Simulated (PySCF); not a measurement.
## Radial density of Be⁺ (beryllium, charge +1)

PBE0, [He] 2s1, 2S determinant. Calculation: PySCF 2.14, in def2-SVP (3s2p, 9 functions); no relativity, point nucleus.

```csv
r (bohr),4πr²ρ (e/bohr),4πr²(ρα − ρβ)
0.00705,0.01936,0.0007
0.0119,0.05397,0.0019
0.0200,0.1468,0.0051
0.0336,0.3775,0.0129
0.0565,0.8834,0.0292
0.0950,1.859,0.0579
0.160,3.176,0.0870
0.269,3.956,0.0786
0.452,2.874,0.0144
0.760,0.9398,0.0378
1.28,0.3546,0.2823
2.15,0.4452,0.4446
3.62,0.1437,0.1437
6.08,0.001579,0.0016
```
